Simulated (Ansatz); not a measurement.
Born–Oppenheimer molecular dynamics of BFH6OSi2 (11 atoms, charge 0, multiplicity 1). It starts from a relaxed structure.

All numbers below come from RKS PBE0-D4/STO-3G (Ansatz).

| Item | Value |
| --- | --- |
| ensemble | NVT, Nosé–Hoover chain |
| time step | 0.5 fs |
| steps asked | 250 |
| set temperature | 500 K |
| thermostat | time constant 100 fs, chain length 3 (defaults) |
| seed | 143501 |

First frame:

```xyz
11
Properties=species:S:1:pos:R:3
O 0.396 1.954 0.593
B 0.833 0.894 1.266
Si 0.411 -0.942 0.640
Si -0.788 -0.537 -1.226
F -0.850 1.163 -1.299
H -0.170 1.680 -0.266
H 1.472 1.083 2.235
H 1.553 -1.751 0.280
H -0.403 -1.728 1.539
H -0.210 -0.926 -2.498
H -2.179 -0.946 -1.244
```

How far do the bonds stretch over the last three quarters of this one trajectory? (Pairs bonded in most of those frames.)


```
   bond  mean (Å)  spread (Å)  shortest  longest
  O1–B2     1.334       0.013      1.31     1.36
  O1–H6     1.065       0.018      1.03     1.10
 B2–Si3     1.991       0.027      1.94     2.03
  B2–H7     1.179       0.010      1.16     1.20
Si3–Si4     2.259       0.014      2.21     2.28
 Si3–H8     1.450       0.053      1.37     1.53
 Si3–H9     1.455       0.054      1.37     1.54
 Si4–F5     1.707       0.006      1.70     1.72
Si4–H10     1.452       0.012      1.43     1.47
Si4–H11     1.452       0.009      1.43     1.47
```

Mean temperature of the second half: 307 K. The conserved energy stayed within 0.33 meV per atom of its start (net change 0.18 meV per atom), so the integration is sound. The mean temperature of the second half is 39 % below the set value. A run of 0.12 ps of so small a system gives no equilibrium averages. Limits of this set-up: minimal basis.

Run time: 7.3 min on 1 thread of Arm Neoverse V1, on a shared host, peak memory 0.093 GiB.
